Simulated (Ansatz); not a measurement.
Species: GeIF, charge 0, singlet. GeIF (SMILES [F][Ge][I]).
B3LYP-D3(BJ)/def2-TZVP minimum from Ansatz (a first-principles code):
```
Ge
F 1 1.7635
I 1 2.5854 2 99.47
```
Charge 0, spin multiplicity 1.

Atomisation energy term by term, kcal/mol (programs: Ansatz). Open shells are spin-unrestricted; no spin-orbit coupling. Cores are frozen in correlated methods (noble-gas shells, and filled d and f shells in the p block). Past Kr the def2 sets carry scalar-relativistic core potentials. CBS(X,Y): correlation extrapolated as X^-3, Hartree-Fock from the larger set. A bracket is a step between two methods taken in the basis named. Spin-orbit terms, left out, reach several kcal/mol for Br and I, and more for heavier atoms.

```
term                                     basis  kcal/mol
------------------  --------------------------  --------
Hartree-Fock                        def2-QZVPP    126.04
CCSD correlation    CBS(def2-TZVPP,def2-QZVPP)     65.65
(T)                 CBS(def2-TZVPP,def2-QZVPP)      7.68
CCSDT(Q) - CCSD(T)                  def2-TZVPP      0.35
sum: De                                            199.7
```

The step beyond CCSD(T) by other levels: CCSDT(Q) in def2-SVP 0.78 kcal/mol.
